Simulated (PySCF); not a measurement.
# How methods differ on the excitation energy of Te

Te [Kr] 4d10 5s2 5p4 (3P) → Te [Kr] 4d10 5s1 5p4 6s1 (5P), as a difference of total energies. Computed with PySCF 2.14 in dyall-av2z (22s16p12d, 130 functions), with the non-relativistic Hamiltonian (point nucleus). Correlated levels: valence: [Kr] 4d10 frozen; virtual orbitals above 40 to 60 times the deepest correlated orbital energy dropped. The calculations carry no spin-orbit coupling.

| method | excitation energy (cm⁻¹) |
| --- | --- |
| UHF | 105580 |
| MP2 (valence) | 105140 |
| SCS-MP2 (valence) | 105970 |
| CCSD (valence) | 103180 |
| CCSD(T) (valence) | 102550 |

The upper state lies above the first ionisation limit, where it may autoionise and the basis confines it. A Rydberg-like electron needs more diffuse functions than a valence basis has.

The promoted electron is Rydberg-like, and one or two diffuse shells describe it only roughly, which tends to raise the upper state.

The coupled-cluster amplitudes are large for the upper state (T1 above 0.03 or a double amplitude above 0.15), so a single reference is strained.
